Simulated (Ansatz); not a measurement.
CdCl2⁻. The state is a doublet with charge -1. Geometry r2SCAN-D4/def2-TZVPD.

```xyz
3

Cd   -0.130   -0.739    0.419
Cl    0.935   -0.708   -1.838
Cl   -0.804    1.447    1.419
```

In the def2 sets Cd takes a core potential; there is no spin–orbit coupling. At BLYP-D4/def2-TZVPD the highest occupied level of the charge -1 doublet lies above zero (up to 0.13 eV). By energy differences its removal costs 2.77 eV (vertical, to the charge 0 singlet, at LC-ωPBE (ω = 0.30 bohr⁻¹)/def2-TZVPD). The structure comes from a short search, and lower isomers may exist.

Task: Estimate the α-spin orbital energies around the gap (eV) in Ansatz with PBE-D4/def2-SVPD, PBE-D4/def2-TZVPD, BLYP-D4/def2-TZVPD, r2SCAN-D4/def2-TZVPD, PBE0-D4/def2-TZVPD.

Result: 
```csv
orbital,PBE-D4/def2-SVPD,PBE-D4/def2-TZVPD,BLYP-D4/def2-TZVPD,r2SCAN-D4/def2-TZVPD,PBE0-D4/def2-TZVPD
HOMO−13,-14.31,-14.28,-14.12,-15.13,-16.74
HOMO−12,-14.25,-14.22,-14.07,-15.07,-16.69
HOMO−11,-8.12,-8.01,-7.84,-8.50,-10.32
HOMO−10,-8.09,-7.97,-7.81,-8.46,-10.26
HOMO−9,-8.06,-7.94,-7.78,-8.44,-10.26
HOMO−8,-8.06,-7.94,-7.77,-8.44,-10.26
HOMO−7,-8.03,-7.91,-7.75,-8.39,-10.21
HOMO−6,-4.17,-4.11,-3.94,-4.40,-5.43
HOMO−5,-3.05,-2.97,-2.80,-3.27,-4.29
HOMO−4,-2.54,-2.49,-2.34,-2.79,-3.81
HOMO−3,-2.48,-2.43,-2.28,-2.74,-3.77
HOMO−2,-2.35,-2.30,-2.15,-2.60,-3.62
HOMO−1,-2.27,-2.21,-2.07,-2.52,-3.53
HOMO,-0.05,-0.01,0.13,-0.30,-0.85
LUMO,2.86,2.89,3.01,2.99,3.44
LUMO+1,3.72,3.46,3.51,3.96,3.93
LUMO+2,3.96,3.48,3.52,4.05,3.94
LUMO+3,5.00,4.53,4.61,5.06,5.00
LUMO+4,5.48,4.56,4.62,5.18,5.04
LUMO+5,5.84,4.61,4.70,5.21,5.07
β HOMO,-2.22,-2.16,-2.01,-2.45,-3.48
β LUMO,0.69,0.74,0.70,1.05,1.59
```
